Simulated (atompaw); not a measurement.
**Before and after: PAW (atompaw) potential for tantalum (Ta)**

Ta (Z = 73), PAW, made with atompaw 4.2.0.5 (PBE, scalar-relativistic). Core [Kr] 4d10 4f14, reference 5s2 5p6 5d3 6s1 6p0 (charge +1). Waves: 5s (bound): rc 1.35 bohr; 6s (bound): rc 2.75 bohr; 5p (bound): rc 1.80 bohr; 6p (bound, empty): rc 2.75 bohr; 5d (bound): rc 2.75 bohr; 5d channel at -0.35 Ry: rc 2.75 bohr. Local part: vpsmatchnc scheme with l = 3 at 0 Ry, radius 2.55 bohr. Core correction: smooth core density matched at 1.70 bohr. Augmentation charge: sinc compensation charge, radius 2.25 bohr; PAW radius 2.75 bohr; waves and projectors: custom polynom2 7 10 vanderbiltortho.

All-electron outer shells of the reference configuration (PBE, scalar-relativistic, ld1.x):

```json
{"shell": "5s", "level (eV)": "-80.21", "outermost node (bohr)": "0.54", "outermost maximum (bohr)": "0.98"}
{"shell": "5p", "level (eV)": "-46.62", "outermost node (bohr)": "0.58", "outermost maximum (bohr)": "1.13"}
{"shell": "4f", "level (eV)": "-31.91", "outermost node (bohr)": "–", "outermost maximum (bohr)": "0.44"}
{"shell": "6s", "level (eV)": "-11.62", "outermost node (bohr)": "1.32", "outermost maximum (bohr)": "2.68"}
{"shell": "5d", "level (eV)": "-10.49", "outermost node (bohr)": "0.65", "outermost maximum (bohr)": "1.56"}
{"shell": "6p", "level (eV)": "-6.61", "outermost node (bohr)": "1.58", "outermost maximum (bohr)": "3.48"}
```

Change: all radii scaled by about 0.86 (s 1.16, p 1.56, d 2.36 bohr); local potential vpsmatchnc scheme with l = 3 at 0 Ry, radius 2.20 bohr; augmentation sinc compensation charge, radius 1.94 bohr; PAW radius 2.36 bohr; waves and projectors: custom polynom2 7 10 vanderbiltortho; core correction smooth core density matched at 1.46 bohr.

Cutoffs: the cutoffs (Ry, on a coarse ladder) from which the occupation-weighted sum of valence levels, in a spherical-Bessel basis at the reference potential, stays within 10 and 1 mRy of its value at 400 Ry; they do not see the model core or the augmentation charge, which bear on the density cutoff.

Problem. What does the change do?

Solution. The potential gets harder (25 Ry and 55 Ry → 30 Ry and 200 Ry); a bound ghost appears in s, which as a rule spoils a file. A smaller radius makes the pseudo-wave follow the all-electron one further in, where it bends more sharply, so more plane waves are needed.

| quantity | base | changed |
| --- | --- | --- |
| cutoff, loose | 25 Ry | 30 Ry |
| cutoff, tight | 55 Ry | 200 Ry |
| loose cutoff by channel (10 mRy a level) | s 15 Ry, p 18 Ry, d 15 Ry | s 15 Ry, p 21 Ry, d 18 Ry |
| bound ghosts | none | s |
| lowest overlap eigenvalue by channel | s 0.28, p 0.47, d 0.92 | s 0.34, p 0.52, d 0.93 |

 A true bound ghost makes a file unfit for plane-wave use even where its test errors are small: the radial tests pick states by their node count and pass the ghost by. The cutoffs see the waves, projectors and local potential, not the compensation charge or the core.
